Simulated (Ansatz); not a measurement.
System: 2-methoxyethylsilane, C$_{3}$H$_{10}$OSi, charge 0, multiplicity 1. 
Geometry from a B3LYP-D3(BJ)/def2-TZVP (Ansatz, a first-principles code) optimisation:
SMILES: COCC[SiH3]
```xyz
15

C      2.7948    -0.0754     0.8548
O      1.5720    -0.7167     0.5679
C      0.5650     0.1863     0.1468
C     -0.7077    -0.5864    -0.1382
Si    -2.1448     0.4857    -0.7112
H      3.1952     0.4402    -0.0281
H      2.6837     0.6587     1.6637
H      3.5002    -0.8438     1.1673
H      0.9029     0.7232    -0.7519
H      0.3946     0.9404     0.9293
H     -1.0111    -1.1267     0.7631
H     -0.5073    -1.3419    -0.9034
H     -2.4873     1.4960     0.3199
H     -1.7969     1.2011    -1.9637
H     -3.3357    -0.3598    -0.9621
```
Charge 0, spin multiplicity 1.

Basis-set convergence of Hartree-Fock and CCSD(T) correlation energies (hartree) with Ansatz. Valence correlation only, unless marked. No spin-orbit coupling. No relativistic terms.

| basis | functions | E(HF) | E(corr, CCSD(T)) |
|---|---|---|---|
| cc-pV(D+d)Z | 129 | -483.21607 | -0.81338 |
| cc-pV(T+d)Z | 299 | -483.28867 | -0.98864 |
| cc-pV(Q+d)Z | 584 | -483.30600 | -1.04309 |

Extrapolating the two largest sets (X = 3 and 4) as X^-3: E(corr) = (64·(-1.04309) - 27·(-0.98864))/37 = -1.0828 Eh, an estimate of the basis-set limit. The largest set recovers 96.3 % of it, the smallest 75.1 %.
